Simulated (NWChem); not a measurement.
System: CH$_{7}$BO$_{2}$Si; SMILES [SiH2](C)B(O)O

Here is an NWChem input.

```
start job
memory heap 200 mb stack 900 mb global 1100 mb
geometry units angstroms noautosym nocenter noautoz
  Si    -0.390344    -0.978997    -0.453334
  C      0.386365    -2.152619     0.799739
  B     -0.067009     0.977405     0.027863
  O      1.045231     1.266598     0.750681
  O     -0.875615     2.016867    -0.333339
  H     -1.867689    -1.239677    -0.567982
  H      0.174348    -1.251918    -1.818754
  H      1.461354    -1.935893     0.894544
  H      0.266570    -3.204123     0.499091
  H     -0.071788    -2.021350     1.791799
  H      1.120539     2.215903     0.918848
  H     -1.654019     1.742699    -0.826213
end
basis spherical
  Si library 6-31g*
  C library 6-31g*
  B library 6-31g*
  O library 6-31g*
  H library 6-31g*
end
dft
  xc hfexch
  iterations 150
  mulliken
end
task dft energy
esp
  recalculate
  probe 0.07
  range 0.3
  factor 1.0
  spacing 0.02
end
task esp
```

All runs use the structure optimised with PBE0/def2-SVP. Not confirmed as a minimum by frequencies.

Atomic charges in e: unrestrained fits to the electrostatic potential beside Mulliken populations; buried atoms are poorly determined by the fit.

Atoms are numbered as in the input.

**Question.** Predict the main results of this run. (Hartree-Fock/6-31G* (spherical d).) Quantities: ESP Si1; Mulliken Si1; ESP C2; Mulliken C2; ESP B3; Mulliken B3; ESP O4; Mulliken O4; ESP O5; Mulliken O5; relative RMS misfit of the potential (%).

**Answer.** The ESP Si1 is 0.41. The Mulliken Si1 is 0.60, the ESP C2 comes out as -0.17 and the Mulliken C2 comes out as -0.79. The ESP B3 comes out as 0.60 and the Mulliken B3 is 0.52. The ESP O4 is -0.75, the Mulliken O4 is -0.74 and the ESP O5 is -0.70. The Mulliken O5 is -0.75 and the relative RMS misfit of the potential (%) is 29.
